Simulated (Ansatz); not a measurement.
CH$_{4}$AlFO$_{2}$, SMILES `[OH][AlH][O]CF` at its PBE0-D4/def2-TZVP geometry, where that method's forces vanish. Total charge 0; spin multiplicity 1.

```csv
atom,x (Å),y (Å),z (Å)
O1,1.818,1.240,-0.282
Al2,0.371,0.903,-1.081
O3,-0.798,-0.169,-0.466
C4,-0.914,-0.940,0.640
F5,0.208,-0.810,1.457
H6,2.024,0.827,0.557
H7,0.044,1.583,-2.450
H8,-0.980,-2.001,0.377
H9,-1.773,-0.633,1.248
```

For each bond, give half the difference of the two atoms' forces along it (eV/Å; positive pushes the atoms apart) under PBE-D4, r2SCAN-D4, B3LYP-D4, ωB97M-V in def2-TZVPP. (Estimate.)

Computed: 
| bond | length (Å) | PBE-D4 | r2SCAN-D4 | B3LYP-D4 | ωB97M-V |
| --- | --- | --- | --- | --- | --- |
| O1–Al2 | 1.687 | 0.18 | 0.03 | 0.10 | 0.10 |
| O1–H6 | 0.957 | 0.35 | 0.00 | 0.00 | -0.06 |
| Al2–O3 | 1.702 | 0.06 | -0.06 | -0.02 | 0.00 |
| Al2–H7 | 1.563 | -0.08 | -0.05 | -0.18 | -0.22 |
| O3–C4 | 1.353 | 0.21 | 0.18 | 0.22 | 0.25 |
| C4–F5 | 1.394 | 0.53 | 0.34 | 0.39 | 0.21 |
| C4–H8 | 1.096 | 0.05 | -0.10 | -0.17 | -0.19 |
| C4–H9 | 1.096 | 0.05 | -0.10 | -0.17 | -0.19 |

B3LYP here is the variant with VWN-RPA as its local correlation; programs differ in this.
